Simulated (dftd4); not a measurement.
C3H7NO, charge -1, doublet, geometry from GFN2-xTB (a state made from the parent by changing its charge; the spin is typed, not shown lowest); dftd4 with D4 for wb97x.

The dftd4 input:
```
$ dftd4 mol.xyz --func wb97x --charge -1 --json dftd4.json --noedisp --grad

# file mol.xyz
12

C      1.67947948    -0.16325943     0.40714764
N      0.25118246    -0.03556484     0.48090643
C     -0.42054349    -1.29990753     0.39435751
C     -0.27867694     0.95458909    -0.52046636
O     -1.51494248     0.84941816    -0.89568702
H      2.12546077     0.83306927     0.42237108
H      2.05322832    -0.72675810     1.27502337
H      2.03871969    -0.68379075    -0.50809204
H     -1.45606351    -1.07622821     0.13080096
H      0.00126539    -1.97015548    -0.38190854
H     -0.37922531    -1.82928010     1.35792211
H      0.09632288     1.95821932    -0.18319870
```

Q: What does dftd4 print? Leave out banner, timings and long lists.

A: 
```
                    ____  _____ _____     ____  _  _
      -------------|  _ \|  ___|_   _|---|  _ \| || |------------
     |             | | | | |_    | | ___ | | | | || |_           |
     |             | |_| |  _|   | ||___|| |_| |__   _|          |
     |             |____/|_|     |_|     |____/   |_|            |
     |             ===================================           |
     |            E. Caldeweyher, S. Ehlert & S. Grimme          |
     |          Mulliken Center for Theoretical Chemistry        |
     |                    University of Bonn                     |
      -----------------------------------------------------------

Rational (Becke-Johnson) damping: wb97x-D4-ATM
---------------------
  s6         1.0000
  s8         0.5093
  s9         1.0000
  a1         0.0662
  a2         5.4487
 alp        16.0000
--------------------

Dispersion energy:      -1.6312696060927E-02 Eh

Gradient norm:           1.8587779279814E-03 Eh/a0
--------------------------------------------------
     #    Z           dE/dx      dE/dy      dE/dz
--------------------------------------------------
     1    6 C     9.488E-04 -2.977E-05  1.565E-04
     2    7 N     8.811E-05 -3.966E-06  1.739E-04
     3    6 C    -3.445E-04 -8.537E-04  2.253E-04
     4    6 C    -2.876E-04  6.300E-04 -3.080E-04
     5    8 O    -6.157E-04  4.787E-04 -4.098E-04
     6    1 H     1.698E-04  2.399E-05  4.404E-05
     7    1 H     1.711E-04  8.893E-06  6.555E-05
     8    1 H     2.009E-04 -1.719E-05 -5.474E-06
     9    1 H    -8.284E-05 -6.942E-05  1.505E-05
    10    1 H    -6.628E-05 -1.902E-04  4.803E-07
    11    1 H    -1.012E-04 -1.563E-04  9.262E-05
    12    1 H    -8.067E-05  1.791E-04 -5.008E-05
--------------------------------------------------

Virial:
--------------------------------------------------
      component           x          y          z
--------------------------------------------------
          x       7.646E-03 -7.201E-04  2.029E-03
          y      -7.201E-04  6.111E-03 -2.378E-03
          z       2.029E-03 -2.378E-03  1.900E-03
--------------------------------------------------

[Info] Dispersion results written to 'dftd4.txt'
[Info] JSON dump of results written to 'dftd4.json'
```
